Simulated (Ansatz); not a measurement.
**What each rung costs, and what it gives**

The pair of Cu⁺ (SMILES [Cu+], atom 1) and SiH3Cl (SMILES [SiH3]Cl, atoms 2–6), both closed shells, in one local arrangement (a lower one may exist), relaxed at PBE0-D4/def2-TZVP:

```xyz
6
angstrom
Cu 0.0859 -0.0504 -2.8513
Si -0.1130 -0.0945 0.7551
Cl 0.7712 0.8667 -0.9769
H 0.3566 -1.4884 0.6701
H -1.5635 0.0657 0.5522
H 0.4629 0.7008 1.8507
```

Interaction energies are counterpoise-corrected; the time is that of the whole pair.

Computed with Ansatz 0.2.0 (basis: as named in each row); correlated methods freeze the cores. The 3s and 3p shells of Cu and Zn are frozen; filled d shells are correlated. B3LYP uses VWN-RPA correlation. Extrapolation: Hartree–Fock as exp(−7.88 √X), correlation as X^−2.97.

Times are rough, for one single point on 4 threads of a shared host (Arm Neoverse V1).

The estimate by CCSD(T) at an estimated basis limit (MP2 extrapolated from triple and quadruple zeta, plus CCSD(T) − MP2 in triple zeta) is -37.61 kcal/mol.

| method | basis | time (s) | interaction energy (kcal/mol) | method less estimate |
| --- | --- | --- | --- | --- |
| SPW92 | def2-SVP | under 1 | -50.91 | -13.31 |
| PBE-D4 | def2-SVP | under 1 | -41.82 | -4.22 |
| B3LYP-D4 | 6-31G | under 1 | -37.19 | 0.42 |
| PBE0-D4 | def2-SVP | under 1 | -37.25 | 0.36 |
| HF | STO-3G | 1 | -8.71 | 28.90 |
| CCSD(T) | def2-SVP | 1 | -27.44 | 10.16 |
| revPBE-D4 | def2-TZVPPD | 2 | -42.47 | -4.86 |
| PBE-D4 | def2-TZVPPD | 2 | -46.44 | -8.83 |
| BLYP-D4 | def2-TZVPPD | 2 | -45.48 | -7.88 |
| PBE0-D4 | def2-TZVPPD | 3 | -40.72 | -3.11 |
| B3LYP-D4 | def2-TZVPPD | 3 | -41.51 | -3.90 |
| HSE06-D4 | def2-TZVPPD | 3 | -40.61 | -3.01 |
| r2SCAN-D4 | def2-TZVPPD | 4 | -45.82 | -8.21 |
| wB97M-V | def2-SVP | 4 | -36.48 | 1.13 |
| B2PLYP | def2-TZVPPD | 5 | -38.02 | -0.42 |
| wB97X-V | def2-TZVPPD | 7 | -38.71 | -1.10 |
| wB97M-V | def2-TZVPPD | 8 | -38.42 | -0.82 |
| B97M-V | def2-TZVPPD | 8 | -43.69 | -6.08 |
| PBE-D4 | STO-3G | 9 | -41.59 | -3.98 |
| MP2 | def2-QZVPPD | 11 | -37.70 | -0.09 |
| CCSD(T) | def2-TZVPPD | 50 | -33.07 | 4.53 |

The T1 diagnostic stays at or below 0.018.
